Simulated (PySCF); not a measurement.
C₂H₇FSi₂, SMILES C(/[SiH3])=C\[SiH2]F.

Geometry: B3LYP-D3(BJ)/def2-SVP. The structure was generated by enumeration; whether it is a known compound was not checked. Other conformers were not sampled.

Two levels are set side by side: TDA-PBE/def2-SVPD (PySCF) and TDA-ωB97X/def2-SVPD (PySCF). Vertical, same geometry. The lowest singlet is HOMO−1→LUMO 75 %, HOMO→LUMO 23 % with PBE and HOMO−1→LUMO 92 % with the other functional; states are paired by order. Differences are taken from unrounded values.

```csv
quantity,TDA-ωB97X,TDA-PBE,TDA-PBE minus TDA-ωB97X
lowest singlet excitation (eV),5.87,5.24,-0.64
lowest triplet excitation (TDA) (eV),4.08,4.07,-0.01
first bright state (f over 0.05) (eV),7.09,5.82,-1.27
its oscillator strength,0.72,0.07,-0.65
```

A lower first singlet is the usual sign of a functional without exact exchange. Differences between two approximate levels are no errors against the true value.

Rough cost on one machine, each run with all the roots and properties that it gave: TDA-ωB97X against TDA-PBE about 4 times.
